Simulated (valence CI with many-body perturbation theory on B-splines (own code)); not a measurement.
**Sensitivity of CI+MBPT for Pd23+**

Calculated by valence CI with perturbative core correlation (CI+MBPT): five valence electrons over a frozen Dirac-Fock core [Ar], a basis of 6 s, 6 p, 5 d, 5 f, 1 g functions for each j, with the one-electron correlation potential Σ1 (screened to all orders), the two-electron term Σ2, the three-electron term Σ3, Breit, model QED; selected single and double excitations, second order for the rest, scaled by the run's own slope (own B-spline code, finite nucleus).

No measured spectrum was set against this ion. As an estimate, terms of the open shell hold to 2 to 4 % of their energy, and close levels can change places. Among the levels kept, up to 490 cm⁻¹ of a level comes from second order outside the variational space, and about a tenth of that is noise between levels of different J, which matters for small intervals. Only levels of the ground parity were solved; by the run's estimate the other parity begins above the list, which can be wrong where configurations are misplaced.

The reference run has the lowest level 3d⁵ ⁶S_5/2 and an ionisation energy of 1144.31 eV. Its largest variational space holds 9982 state functions.

Names give the largest LS component (configuration and term), which can be under half, so a name can repeat, a term be missing and a line seem to break the LS rules; names also repeat where a configuration has a term twice. Letters in brackets count levels of one name in rising energy.

Changed runs:
A. averaging of valence orbitals over low configurations on → off; Breit term on → off
B. hole-hole ladder in Σ2 on → off
C. correlating orbitals by l 3 3 3 3 1 → 4 4 0 0 0
D. scale of Σ2 1 → -1 (bad on purpose)

Excitation energies of the reference run in cm⁻¹, and shifts in cm⁻¹:

| Level | Reference | A | B | C | D |
| --- | --- | --- | --- | --- | --- |
| 3d⁵ ⁴G_5/2 [a] | 86757 | -1935 | +3721 | +3295 | +8377 |
| 3d⁵ ⁴G_7/2 | 111008 | +332 | +318 | +2719 | +5688 |
| 3d⁵ ⁴G_11/2 | 114392 | +2696 | -1258 | +2443 | +3888 |
| 3d⁵ ⁴P_3/2 | 115104 | -947 | +5494 | +3301 | +8697 |
| 3d⁵ ⁴G_5/2 [b] | 118446 | -16 | +2125 | +2695 | +5896 |
| 3d⁵ ⁴G_9/2 | 120411 | +1865 | -1025 | +2431 | +4125 |
| 3d⁵ ⁴P_1/2 | 129424 | -269 | +6345 | +3343 | +7623 |
| 3d⁵ ⁴D_7/2 | 146070 | +1370 | +1773 | +3001 | +8552 |
| 3d⁵ ⁴D_5/2 | 154833 | +728 | +5179 | +3730 | +9557 |
| 3d⁵ ⁴D_1/2 | 165871 | +868 | +4099 | +3150 | +8214 |
| 3d⁵ ²I_11/2 | 166910 | +2806 | -3665 | +3034 | +1904 |
| 3d⁵ ⁴D_3/2 | 170180 | +1292 | +5646 | +3451 | +7808 |
| Ionisation energy (eV) | 1144.31 | -0.06 | -0.24 | +0.022 | -16.89 |
